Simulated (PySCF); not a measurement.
**Dipole response of Tc(2+) (technetium, charge +2)**

[Kr] 4d5, high-spin 6S determinant. All numbers are calculated (PySCF 2.14, no relativity, point nucleus, in dyall-av2z (22s15p11d2f, 136 functions)). Coupled (time-dependent) response in atomic units; α is the mean over directions. A double-zeta set is small for polarisabilities.

```tsv
method	mean α (bohr³)	C₆ (like pair)	S(−4)
PBE0	8.148	43.34	20.30
```

S(−4) is the Cauchy moment in α(ω) = α(0) + S(−4) ω² + …

α(iu) at PBE0:

```json
{"u (hartree)": "0", "α(iu) (bohr³)": "8.148"}
{"u (hartree)": "0.0500", "α(iu) (bohr³)": "8.098"}
{"u (hartree)": "0.100", "α(iu) (bohr³)": "7.954"}
{"u (hartree)": "0.200", "α(iu) (bohr³)": "7.462"}
{"u (hartree)": "0.300", "α(iu) (bohr³)": "6.842"}
{"u (hartree)": "0.500", "α(iu) (bohr³)": "5.643"}
{"u (hartree)": "0.750", "α(iu) (bohr³)": "4.464"}
{"u (hartree)": "1.00", "α(iu) (bohr³)": "3.590"}
{"u (hartree)": "1.50", "α(iu) (bohr³)": "2.429"}
{"u (hartree)": "2.00", "α(iu) (bohr³)": "1.732"}
{"u (hartree)": "3.00", "α(iu) (bohr³)": "0.9893"}
{"u (hartree)": "5.00", "α(iu) (bohr³)": "0.4364"}
```

For an ion, C₆ is the dispersion term alone; charge-induced terms of lower order in 1/R come first.

A non-relativistic calculation at this Z misses sizeable relativistic shifts.
